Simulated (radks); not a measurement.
Q: Valence configurations of Hg I. Method: Dirac Kohn-Sham, LDA (Slater exchange, Perdew-Wang correlation), spin-unpolarised, spherical densities, finite nucleus; open shells fill j = l - 1/2 first; Fermi nuclear charge, rms radius 5.4648 fm; computed with a radial shooting solver on a logarithmic mesh with Libxc functionals. Order these by energy: [Xe] 4f13 5d10 6s2 6p1; [Xe] 4f11.5 5d10 6s2 6p2.5; [Hg]; [Xe] 4f14 5d8 6s1.5 6p2.5; [Xe] 4f12 5d10 6s1.5 6p2.5; [Xe] 4f14 5d9 6s2 6p1; [Xe] 4f13.5 5d10 6s2 6p0.5; [Xe] 4f14 5d9.5 6s2 6p0.5; [Xe] 4f13.5 5d9 6s2 6p1.5; [Xe] 4f14 5d10 6s1.5 6p0.5.

A: From the lowest, in eV above it: [Hg] 0.000; [Xe] 4f14 5d10 6s1.5 6p0.5 2.722; [Xe] 4f14 5d9.5 6s2 6p0.5 4.111; [Xe] 4f14 5d9 6s2 6p1 8.836; [Xe] 4f14 5d8 6s1.5 6p2.5 24.201; [Xe] 4f13.5 5d10 6s2 6p0.5 48.151; [Xe] 4f13.5 5d9 6s2 6p1.5 58.851; [Xe] 4f13 5d10 6s2 6p1 100.25; [Xe] 4f12 5d10 6s1.5 6p2.5 220.89; [Xe] 4f11.5 5d10 6s2 6p2.5 281.98. NIST lists [Hg] as the ground configuration; this level of theory agrees among the configurations tried. The energies are those of spherical spin-averaged densities, not of single terms.
